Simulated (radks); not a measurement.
The iron ion Fe3+, 23 electrons, occupied as [Ar] 3d5.

Calculated with a radial shooting solver on a logarithmic mesh with Libxc functionals: Dirac Kohn-Sham, PBEsol, spin-unpolarised, spherical densities, finite nucleus; open shells fill j = l - 1/2 first; Fermi nuclear charge, rms radius 3.7377 fm.

Energy parts (hartree):
total: -1269.12725
kinetic: 1286.73047
electron-nucleus: -3007.47462
Hartree: 505.01606
exchange-correlation: -53.39916

Orbitals (lengths in bohr, moments of r in powers of bohr):
orbital  occ.  eigenvalue (hartree)       <r^4>  <1/r>      <r>     <r^2>  small-component weight
1s1/2       2             -258.2736  0.00005446  25.96  0.05849  0.004602                8.73e-03
2s1/2       2             -31.47956     0.01239  5.575   0.2670   0.08422                1.60e-03
2p1/2       2             -27.34488    0.009205  5.523   0.2336   0.06716                1.59e-03
2p3/2       4             -26.88698    0.009613  5.425   0.2366   0.06878                1.56e-03
3s1/2       2              -4.80662      0.8970  1.763   0.8050    0.7470                3.54e-04
3p1/2       2              -3.59385       1.182  1.641   0.8397    0.8285                3.16e-04
3p3/2       4              -3.53572       1.231  1.619   0.8485    0.8457                3.11e-04
3d3/2       4              -1.58906       3.359  1.316   0.9863     1.224                2.16e-04
3d5/2       1              -1.58251       3.405  1.310   0.9898     1.233                2.15e-04

The highest occupied level is 3d5/2 at -43.062 eV. Summed over all electrons, <r^2> = 13.25 bohr^2, which gives a Langevin (diamagnetic) susceptibility term of -10.5 x 10^-6 cm^3/mol. The density falls to 0.001 e/bohr^3 at r = 2.74 bohr. For comparison, the ionisation energy in NIST's Atomic Spectra Database is 54.91 eV (measured). In exact Kohn-Sham theory the highest level is minus the ionisation energy, but local and semilocal functionals leave it too shallow, through self-interaction and a potential that decays too fast; potentials with the right tail come closer. The electron density at the nucleus is 1.506e+04 e/bohr^3.

Beside tabulated values, note that spin-unpolarised runs miss the spin-polarisation part of the exchange energy of open shells.
